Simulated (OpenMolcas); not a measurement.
## Ho²⁺: CASPT2 settings compared

```yaml
Program: OpenMolcas 26.06
Basis: ANO-RCC-VDZ [7s6p4d2f]
Scalar_Hamiltonian: DKH2, point nucleus
Active_space: 11 electrons in 7 orbitals (4f)
State_averaging: 2S+1 = 4 odd, 35 roots (21 in the spin-orbit step); 2S+1 = 2 odd, 112 roots (35 in the spin-orbit step)
Spin-orbit_coupling: state interaction with AMFI integrals over the reference wave functions, term energies averaged over their components
```

Methods on the same reference wave functions:
A. CASSCF
B. SS-CASPT2, IPEA 0.15 Eh, sigma2 regulariser 0.15 Eh (closed shells correlated: 4d 5s 5p)
C. SS-CASPT2, IPEA 0.6 Eh, sigma2 regulariser 0.1 Eh (closed shells correlated: 4d 5s 5p)
D. SS-CASPT2, IPEA 0.1 Eh, sigma2 regulariser 0.15 Eh (closed shells correlated: 4d 5s 5p)

Energies in cm-1 above 4f11 4I* 15/2, the measured ground level; measured values from Martin, Zalubas and Hagan, Atomic Energy Levels: The Rare-Earth Elements, NSRDS-NBS 60 (1978); whole-number values converted from NIST levels in rydberg listed in Nahar, Atoms 12, 24 (2024).

```tsv
Level	A	B	C	D	Measured
4f11 4I* 15/2	0.0	0.0	0.0	0.0	0.0
4f11 4I* 13/2	5534	5560	5560	5560	5439
4f11 4I* 11/2	9165	8930	8990	8920	8644
4f11 4I* 9/2 [63 %]	11570	10820	11010	10790	10770
4f11 4F* 9/2 [65 %]	17521	14240	14730	14170	13330
```

Deviations, from unrounded energies. A percentage is the sum of absolute deviations over the sum of measured energies, with the sign that they share, or ± where signs differ.

```tsv
Against measurement	Levels	A	B	C	D
mean absolute deviation (cm-1)	4	1400	340	530	310
fine structure of the ground term (%)	3	+5.7	+1.8	+2.8	+1.7
other terms of the ground configuration (%)	1	+31.4	+6.8	+10.5	+6.3
```

D lies closest to measurement on these levels and A furthest from it. The largest miss of D in the table is 4f11 4F* 9/2 [65 %], by +840 cm-1. The ranking rests on the paired levels alone, and a cruder setting can come out closer through cancelling errors.

Among B to D the level of the table that moves most is 4f11 4F* 9/2 [65 %], by 560 cm-1 (lowest in D, highest in C). Moves below CASPT2's spread within the term are not significant.

The mean deviations of B to D differ by less than CASPT2's widest spread within a term (700 cm-1), so their order carries little weight.

The lowest spin-free term lies below A's lowest term by 0.727 hartree in B, 0.712 hartree in C, 0.729 hartree in D.

Term energies are means over components that CASPT2 splits; among the terms shown or strongly mixed into the levels shown the widest spread is 700 cm-1 (4f11 4I*, D). High states are left out of the spin-orbit mixing, which shifts the levels that they would mix with. Some levels mix across a computed gap that differs much from the measured one, so their mixing is not that of the real levels. Without dynamic correlation excited terms often stand tens of per cent too high (terms of higher spin than the ground term too low), and those without a measured partner can miss by more than the paired ones (holds for A). Measured partners are found by configuration, term and J. A level has none where our copy of the source lacks it or the pairing is in doubt (some pairs that miss far off the trend of their configuration count as doubtful), and it then counts in no deviation. Only configurations of the active space appear. Levels that lie high or do not pair safely by name in every column are left out.

A share in square brackets marks a mixed level and gives the weight of the term that names it, the lowest over the columns. * marks odd parity.
